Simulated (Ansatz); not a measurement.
The first iterations of a band of GeH2S (4 atoms, charge 0, multiplicity 1).

The calculation used Ansatz, RKS CAM-B3LYP-D4/def2-SVP.

```
movable images  : 7
climbing image  : yes
spring          : 5.0 eV/Å²
optimiser       : quadratic models (default)
start path      : IDPP
force threshold : 0.03 eV/Å
iteration limit : 59
end points      : relaxed
```

Initial state:

```xyz
4
Properties=species:S:1:pos:R:3
S -0.448 -1.201 0.276
Ge -0.841 0.741 -0.745
H 0.782 -0.965 0.775
H 0.562 1.365 -0.326
```

Final state:

```xyz
4
Properties=species:S:1:pos:R:3
S 0.644 -0.655 0.575
Ge -0.750 0.577 -0.631
H -0.142 -1.750 0.657
H 0.304 1.768 -0.622
```

| iteration | highest image above the first end (eV) | largest band force component (eV/Å) |
| --- | --- | --- |
| 1 | 1.644 | 1.901 |
| 2 | 1.247 | 1.025 |

**Question.** Does the band converge within its limit, and where does its top end?

**Answer.** It converged. It ended after 8 iterations with the highest image 0.666 eV above the first end. A vibrational analysis at the climbing image gives one clearly imaginary mode, 686i cm⁻¹: a first-order saddle point.

Time of the run: 5 min on 1 thread of Intel(R) Xeon(R) Processor @ 2.50GHz (Skylake/Cascade Lake), with other jobs on the host, peak memory 0.14 GiB.
